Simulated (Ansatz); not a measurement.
(F3Ge)2NMe (CH3F6Ge2N), relaxed as a singlet with RKS PBE-D4/def2-SVP in Ansatz, starting from the GFN2-xTB geometry. Force threshold 0.03 eV/Å.

Start:

Cartesian coordinates in Å:
```
Ge 1.553 0.623 0.529
F 1.483 1.348 2.069
F 2.161 1.855 -0.476
F 2.727 -0.582 0.664
N -0.005 0.053 -0.162
C -0.934 1.025 -0.784
Ge -0.658 -1.587 0.192
F -2.236 -1.489 0.832
F -0.873 -2.475 -1.242
F 0.260 -2.559 1.224
H -0.356 1.856 -1.190
H -1.655 1.403 -0.057
H -1.467 0.529 -1.598
```

```
        step   energy (eV)  largest force component (eV/Å)  SCF passes
           1  -131855.8360                           1.157          20
           2  -131855.9906                           0.497          21
           3  -131856.0274                           0.111          20
           4  -131856.0369                           0.217          19
           5  -131856.0431                           0.117          20
6 (rejected)  -131856.0365                           0.398          27
           7  -131856.0445                           0.039          22
           8  -131856.0460                           0.109          21
           9  -131856.0469                           0.040          22
          10  -131856.0471                           0.021          22
```

Force components are those of the run's own axes.

End:

```tsv
atom	x (Å)	y (Å)	z (Å)
Ge1	1.551	0.576	0.523
F2	1.609	0.836	2.232
F3	1.966	2.078	-0.237
F4	2.771	-0.594	0.163
N5	-0.080	0.084	-0.117
C6	-0.906	1.038	-0.889
Ge7	-0.735	-1.558	0.290
F8	-2.336	-1.473	0.940
F9	-0.853	-2.631	-1.062
F10	0.356	-2.235	1.452
H11	-0.313	1.945	-1.108
H12	-1.815	1.339	-0.326
H13	-1.214	0.595	-1.860
```

By distances, no bond broke or formed. The bond that changes most is Ge7–F10, from 1.69 to 1.73 Å (atoms count from 1).

No frequencies were taken in this run, so the end may be a saddle point.

Hardware: 2 threads of AMD EPYC 7R13 on a shared host and a share (18 GiB) of an NVIDIA H100 80GB HBM3. Wall time 18 s, peak host memory 0.84 GiB.
